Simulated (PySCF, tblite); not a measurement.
Isomers of C4H11FOSi3. Calculated harmonic vibrations of the isolated species, GFN2-xTB (tblite), most abundant isotopes, no scaling. Against measured fundamentals such values can be off by several per cent, at times by over 20. Modes of hydrogen on silicon can be 10 to 20 % off. One conformer each.

Electronic energies: PBE0/pcSseg-1 single points on the GFN2-xTB geometries (PySCF, gas phase).

| SMILES | electronic energy, lowest = 0 (kcal/mol) |
| --- | --- |
| C=C[SiH2]/C(F)=C/[SiH2]O[SiH3] | 11.8 |
| C[Si@@H]1C[Si@@H](C(=O)[SiH3])[C@@H]1F | 44.1 |
| C=C(F)[Si]1(CC)[SiH2]O[SiH2]1 | 0.0 |

Task: How do GFN2-xTB zero-point energies change the relative energies?

Result: 
```tsv
SMILES	ZPE (kcal/mol)	of it from modes above 1550 cm⁻¹	electronic (kcal/mol)	with ZPE, lowest = 0 (kcal/mol)	lowest mode (cm⁻¹)	rings
C=C(F)[Si]1(CC)[SiH2]O[SiH2]1	85.6	45.7	0.0	0.0	32	1
C=C[SiH2]/C(F)=C/[SiH2]O[SiH3]	78.9	44.8	11.8	5.1	6	0
C[Si@@H]1C[Si@@H](C(=O)[SiH3])[C@@H]1F	82.0	44.5	44.1	40.5	6	1
```

The zero-point energies span 6.7 kcal/mol, from `C=C[SiH2]/C(F)=C/[SiH2]O[SiH3]` to `C=C(F)[Si]1(CC)[SiH2]O[SiH2]1`. The order is unchanged.

Task: And how do the electronic energies of GFN2-xTB itself compare?

Result: `C=C(F)[Si]1(CC)[SiH2]O[SiH2]1` 13.4; `C=C[SiH2]/C(F)=C/[SiH2]O[SiH3]` 0.0; `C[Si@@H]1C[Si@@H](C(=O)[SiH3])[C@@H]1F` 81.5 kcal/mol, lowest = 0. Against the energies above, taken from the same isomer `C=C(F)[Si]1(CC)[SiH2]O[SiH2]1`, the largest difference is 25.2 kcal/mol.
